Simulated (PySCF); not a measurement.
**Bond curve of MgGe**

Set-up: PySCF, no relativity, basis sets Mg aug-pcseg-1, Ge aug-pcseg-1. Energies in eV from Mg + Ge in their ground configurations at the same level. State: ³Σ⁻ (triplet), unpaired electrons π ↑↑.

All columns are M06-L. A positive dipole means Mg(−)Ge(+).

```csv
R (Å),E (eV),μ (D),Mulliken charge on Mg (basis-dependent),HOMO (eV),LUMO (eV),Mayer bond order,⟨S²⟩
2.260,-0.654,-3.25,0.73,-4.40,-3.16,1.37,2.03
2.365,-0.874,-3.31,0.67,-4.28,-3.07,1.35,2.03
2.470,-0.989,-3.36,0.61,-4.19,-3.11,1.32,2.03
2.549,-1.026,-3.39,0.57,-4.13,-3.16,1.28,2.03
2.628,-1.032,-3.40,0.53,-4.08,-3.20,1.24,2.03
2.707,-1.017,-3.41,0.50,-4.04,-3.23,1.19,2.02
2.812,-0.975,-3.40,0.46,-3.99,-3.28,1.12,2.02
2.943,-0.899,-3.38,0.41,-3.96,-3.32,1.02,2.02
3.101,-0.792,-3.34,0.37,-3.93,-3.37,0.91,2.02
3.311,-0.645,-3.25,0.32,-3.93,-3.42,0.77,2.02
```

A fit through these points gives, at Re = 2.609 Å, μ = -3.40 D and dμ/dR = -0.140 D/Å; the reduced mass is 18.11 u.

Task: How strong is the fundamental in the double-harmonic approximation, I = 42.26·(dμ/dR)²/μred km/mol?

Result: I = 42.26·(-0.140)²/18.11 = 0.0457 km/mol at M06-L.

Spin–orbit coupling is left out. The state is the lowest determinant that a PBE0 search found; another state may lie lower at other levels.
